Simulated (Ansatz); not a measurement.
Cost and result for the atomization energy of CH6BNO2 (11 atoms, 10 bonds).

```xyz
11

B     0.8508    0.7425    0.0238
C    -0.3712   -0.2997    0.0726
N    -1.2467   -0.3440   -0.9100
O     1.3472    1.1152    1.3227
O    -0.4861   -1.1713    1.0438
H     0.4296    1.6794   -0.6542
H     1.6214    0.0843   -0.6880
H    -1.9250   -1.0785   -1.0449
H    -1.1493    0.3582   -1.6268
H     2.1735    0.6785    1.5192
H    -1.2441   -1.7644    0.9418
```

Total charge 0; spin multiplicity 1. The bonds changed during the relaxation, so this is another structure than the one it started from. The structure was optimised at the PBE0-D4/def2-TZVP level. It is one conformer, not always the lowest. Program: Ansatz. All runs use 4 threads of an Intel Xeon Platinum 8375C on a shared host. Times are those of one run each, without the atoms' runs, and a repeat can differ threefold. Electronic energies, without spin–orbit coupling; frozen cores. CCSD(T)/CBS adds CCSD(T) − MP2 in def2-TZVPP to the MP2 limit, and its time is that of the two runs behind it. T1 = 0.014. HSE06 is the plane-wave form, built on full-range PBE exchange.

CCSD(T)/CBS is a level of theory with its own doubt, some kJ/mol a heavy atom from the limit and from the frozen cores, so smaller differences don't rank the functionals.

```csv
level,functions,wall time
LDA (SPW92)/def2-TZVPP,239,1.6 s
BLYP-D4/def2-TZVPP,239,1.9 s
CAM-B3LYP-D4/def2-TZVPP,239,2.4 s
HSE06-D4/def2-TZVPP,239,2.4 s
r2SCAN-D4/def2-TZVPP (with forces),239,2.9 s
r2SCANh-D4/def2-TZVPP,239,3.2 s
PBE-QIDH/def2-TZVPP,239,3.7 s
CCSD(T)/def2-SVP,100,3.9 s
B2PLYP/def2-TZVPP,239,4 s
B97M-V/def2-TZVPP,239,4.9 s
MP2/def2-QZVPP,465,15 s
CCSD(T)/def2-TZVPP,239,84 s
CCSD(T)/CBS(def2),–,99 s
```

Q: What atomization energy does each give, and how far from CCSD(T)/CBS? (Estimate.)

A: Computed: 
```csv
level,atomization (kcal/mol),difference from CCSD(T)/CBS,per bond
LDA (SPW92)/def2-TZVPP,1160.4,174.9,17.5
BLYP-D4/def2-TZVPP,997.4,11.9,1.2
CAM-B3LYP-D4/def2-TZVPP,996.9,11.4,1.1
HSE06-D4/def2-TZVPP,992.2,6.7,0.7
r2SCAN-D4/def2-TZVPP (with forces),992.6,7.1,0.7
r2SCANh-D4/def2-TZVPP,983.2,-2.3,-0.2
PBE-QIDH/def2-TZVPP,977.2,-8.3,-0.8
CCSD(T)/def2-SVP,928.9,-56.6,-5.7
B2PLYP/def2-TZVPP,979.2,-6.3,-0.6
B97M-V/def2-TZVPP,988.9,3.4,0.3
MP2/def2-QZVPP,995.3,9.8,1.0
CCSD(T)/def2-TZVPP,957.2,-28.3,-2.8
CCSD(T)/CBS(def2),985.5,0.0,0.0
```

From BLYP to BHLYP (50 % exact exchange), in def2-TZVPP and without D4, the atomization energy moves by −42.5 kcal/mol: exact exchange takes away binding that semilocal exchange gives to molecules. The D4 term adds +6.5 kcal/mol with B3LYP and +3.4 kcal/mol with PBE0; it sums over pairs of atoms, weighted by their polarisabilities, and B3LYP, whose exchange is more repulsive, gets the larger term. In def2-TZVPP, CCSD(T) changes the Hartree–Fock value by +276.8 kcal/mol (the triples alone add +17.1 kcal/mol) and MP2 by +298.2 kcal/mol; breaking electron pairs costs correlation energy, which Hartree–Fock lacks.

B3LYP here is the variant with VWN-RPA as its local correlation; programs differ in this.
